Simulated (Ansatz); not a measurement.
Consider the formal exchange of groups at a C–Si bond: `C[SiH]1C=CS1` + `CSS[SiH3]` → `C[SiH2]SSC` + `C1=CS[SiH2]1`.

Isolated molecules relaxed with PBE0-D4/def2-TZVP in Ansatz; ΔE leaves out vibrations. CBS: MP2 limit from def2 TZ/QZ plus the TZ coupled-cluster correction, frozen cores. One conformer a species, not always the lowest.

| species | CCSD(T)/CBS(def2) energy (Eh) |
| --- | --- |
| `C[SiH]1C=CS1` | -804.62525 |
| `CSS[SiH3]` | -1126.31043 |
| `C[SiH2]SSC` | -1165.58998 |
| `C1=CS[SiH2]1` | -765.34512 |

Question: Work out ΔE.

Answer: ΔE = (-1165.58998) + (-765.34512) − (-804.62525) − (-1126.31043) = 0.00058 Eh = +0.4 kcal/mol.

Largest T1 diagnostic among the species: 0.013.

Leaving LDA and LC-ωPBE aside and taking each functional with its dispersion term where it has one, the values, not all of them listed here, spread over 0.2 kcal/mol, from B97M-V to B2PLYP.
